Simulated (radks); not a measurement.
Valence configurations of Cs (all share [Xe]). Method: Dirac Kohn-Sham, PBE, spin-unpolarised, spherical densities, finite nucleus; open shells are shared between the two j in proportion to 2j + 1; Fermi nuclear charge, rms radius 4.8041 fm; computed with a radial shooting solver on a logarithmic mesh with Libxc functionals. Energies are relative to 6s1; eigenvalues in eV.

valence,E (eV),e(4f5/2),e(4f7/2),e(5d3/2),e(5d5/2),e(6p1/2)
6s1,0.000,-,-,-,-,-
4f1,2.951,-0.434,-0.434,-,-,-
5d1,1.671,-,-,-0.597,-0.564,-
4f0.5 6s0.5,1.278,-0.281,-0.281,-,-,-
6p1,1.368,-,-,-,-,-1.344
5d0.5 6s0.5,0.843,-,-,-0.489,-0.455,-
6s0.5 6p0.5,0.678,-,-,-,-,-1.090

NIST lists [Xe] 6s1 as the ground configuration; this level of theory agrees among the configurations tried. The energies are those of spherical spin-averaged densities, not of single terms.
